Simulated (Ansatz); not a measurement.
`CS[C]1(F)[NH][AlH]1` → `[CH2]` (triplet) + `F[C]1(S)[NH][AlH]1` at 298.15 K and 1 bar (formal loss of a carbene).

Calculated with Ansatz (gas phase, PBE0-D4/def2-TZVP geometries, no zero-point term in ΔE). CBS: MP2 limit from def2 TZ/QZ plus the TZ coupled-cluster correction, frozen cores. This one scheme is used for every species. Triplets are unrestricted, without spin–orbit coupling. One conformer a species, not always the lowest.

```
              species  CCSD(T)/CBS energy (Eh)  H − E (kJ/mol)  S (J/(mol·K))
`CS[C]1(F)[NH][AlH]1`               -873.35236           204.9          366.3
    `[CH2]` (triplet)                -39.09499            55.4          195.3
 `F[C]1(S)[NH][AlH]1`               -834.09202           123.7          329.1
```

H − E and S are ideal-gas, rigid-rotor, harmonic terms from PBE0-D4/def2-TZVP, for one conformer and one mirror image of each species, with the whole ground term of open shells counted as degenerate. 1 Eh = 2625.50 kJ/mol, R = 8.31446 J/(mol·K).

Task: By hand: ΔE, ΔH, ΔS and ΔG.

Result: ΔE = (-39.09499) + (-834.09202) − (-873.35236) = 0.16535 Eh = 434.1 kJ/mol. Δ(H − E) = 55.4 + 123.7 − 204.9 = -25.8, so ΔH = 408.3 kJ/mol. ΔS = 195.3 + 329.1 − 366.3 = 158.1 J/(mol·K). ΔG = 408.3 − 298.15 × (158.1)/1000 = 361.2 kJ/mol.

Task: By hand: the equilibrium constant, and the temperature at which ΔG would vanish if ΔH and ΔS stayed fixed.

Result: log₁₀ K = −ΔG/(RT ln 10) = -63.3. ΔG = 0 at ΔH/ΔS = 2583 K, far beyond where these terms or the molecules hold.

The number of gas molecules changes by +1, which sets the sign of ΔS. A doubt of 5 kJ/mol in ΔE shifts log₁₀ K by 0.9 here. Other conformers and mirror images would add mixing entropy, several J/(mol·K) or more a flexible species. A triplet takes part, so the spin changes. These are equilibria of isolated gas molecules and say nothing of rates. Largest T1 diagnostic: 0.015 (customary marks: 0.02 for closed shells, 0.045 for open ones).
